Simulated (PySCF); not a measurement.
# What a mistake does to a calculation on BCH7NSi

All numbers below are calculated, not measured. They come from PySCF 2.14.0, an open-source quantum chemistry program, on an isolated molecule that a program drew, which may never have been made. The molecule is BCH7NSi (charge 0, doublet), drawn as the SMILES string `B[Si](C)N`.

Each row is a Hartree-Fock (HF) and frozen-core CCSD(T) single point in the cc-pV(D+d)Z basis, meant for a local HF minimum. Run 1 is clean. Each other run has one planted mistake out of seven kinds, and not every kind appears here: one electron removed, one electron added, multiplicity raised by two, geometry at a saddle point, minimal basis STO-3G, one bond length entered in bohr, all coordinates scaled. The reference is restricted for singlets and unrestricted otherwise, and also for a bond in bohr. Adding or removing an electron swaps singlet and doublet. Electrons count all cores. HOMO and LUMO are orbital energies over both spins, the gradient is its largest component, and the lowest frequency (negative if imaginary) is given only where the gradient is small. Bond lengths are over the 10 bonds as drawn. T1 is the CCSD diagnostic: over 0.02 (restricted) or 0.045 (unrestricted) a single reference is doubtful.

Geometry of the clean run:
```xyz
11
BCH7NSi, angstrom
B    -1.3201   -3.2942    0.4300
Si   -1.9259   -1.5373    0.0074
C    -1.6591   -0.6030   -1.5935
N    -2.8180   -0.5516    1.0580
H    -0.6940   -3.8978   -0.3999
H    -1.5558   -3.7904    1.4993
H    -2.6145   -0.3420   -2.0580
H    -1.0895   -1.2114   -2.2982
H    -1.1084    0.3257   -1.4174
H    -3.1370    0.3705    0.8375
H    -3.0820   -0.8409    1.9793
```

```
run  electrons  basis functions  <S^2>  HOMO (eV)  LUMO (eV)  gradient (hartree/bohr)  lowest frequency (cm^-1)  mean bond (Å)  longest bond (Å)      T1  HF (hartree)  CCSD(T) (hartree)                 mistake
  1         39              100  0.759      -7.01       1.73                  3.3e-05                       115         1.3158             1.906  0.0137    -410.00174         -410.56177                no fault
  2         39              100  0.758      -7.05       1.89                  4.0e-02                         -         1.2645             1.832  0.0124    -409.98484         -410.53762  all coordinates scaled
  3         40              100  0.000       0.18       8.66                  6.3e-02                         -         1.3158             1.906  0.0123    -409.96508         -410.56311                       ?
  4         39              100  1.466      -7.05       1.10                  2.2e-02                         -         1.4131             2.067  0.0610    -409.87338         -410.43357                       ?
```

**Which mistake was planted in run 3, and what did it cost?**

It counts 40 electrons, one more than the clean run, at the same geometry and basis. So the mistake is: one electron added. Subtracting run 1 and multiplying by 627.51 kcal/mol a hartree, the energy moved by 23.0 kcal/mol in HF and -0.8 kcal/mol in CCSD(T).

**Which mistake was planted in run 4, and what did it cost?**

The mean bond changes by a factor of 1.074 and the longest by 1.084, so the molecule wasn't scaled as a whole. A length L in bohr read as angstrom grows by (1/0.5292 - 1) L = 0.890 L. The 10 bonds together grew by 10 x 0.0973 = 0.973 Å, which gives L = 1.094 Å. That is the length of one of the C-H bonds, 1.094 Å in the clean geometry. So the mistake is: one bond length entered in bohr. Subtracting run 1 and multiplying by 627.51 kcal/mol a hartree, the energy moved by 80.5 kcal/mol in HF and 80.4 kcal/mol in CCSD(T).

Cautions from the logs. Run 3: the HOMO is above zero, so the electron isn't bound and the energy depends on the basis; run 4: T1 is over the limit, so its CCSD(T) energy is less reliable.
